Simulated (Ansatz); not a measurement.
`BN[SiH2]O` + `[CH3][InH][SH]` → `[CH3][In]([SH])[SiH2]O` + `BN`  (formal exchange of groups at the Si–N bond)

Program: Ansatz. Geometries: PBE0-D4/def2-TZVP. ΔE: electronic, gas phase. CBS: MP2 limit from def2 TZ/QZ plus the TZ coupled-cluster correction, frozen cores. This one scheme is used for every species. Functionals use def2-TZVPP. B3LYP here is the variant with VWN-RPA as its local correlation; programs differ in this. def2 core potentials past Kr. For In outer-core shells are correlated without core-valence functions, which leaves a few kJ/mol of doubt a bond. Each species was taken in one conformer, which may not be the lowest.

```
             level  ΔE (kJ/mol)  difference from CCSD(T)/CBS
            PBE-D4         17.0                        -19.0
         r2SCAN-D4         30.6                         -5.4
           PBE0-D4         24.8                        -11.2
          B3LYP-D4         31.1                         -4.9
           ωB97X-V         37.8                          1.8
           ωB97M-V         39.2                          3.2
            B2PLYP         36.4                          0.4
               PBE         17.5                        -18.5
            r2SCAN         30.9                         -5.1
              PBE0         25.6                        -10.4
             B3LYP         31.9                         -4.1
     HF/def2-TZVPP         55.6                         19.6
    MP2/def2-TZVPP         39.2                          3.2
SCS-MP2/def2-TZVPP         42.4                          6.4
   CCSD/def2-TZVPP         41.1                          5.1
CCSD(T)/def2-TZVPP         39.0                          3.0
     HF/def2-QZVPP         57.0                         21.0
    MP2/def2-QZVPP         38.0                          2.0
SCS-MP2/def2-QZVPP         41.4                          5.4
      HF/CBS(def2)         57.1                         21.1
     MP2/CBS(def2)         36.2                          0.2
    CCSD/CBS(def2)         38.1                          2.1
       CCSD(T)/CBS         36.0                            0
```

Largest T1 diagnostic among the species: 0.013.

From PBE to PBE0 (25 % exact exchange), in def2-TZVPP and without D4, ΔE moves by +8.1 kJ/mol. In def2-TZVPP, CCSD(T) changes the Hartree–Fock value by −16.6 kJ/mol (the triples alone add −2.1 kJ/mol) and MP2 by −16.4 kJ/mol.
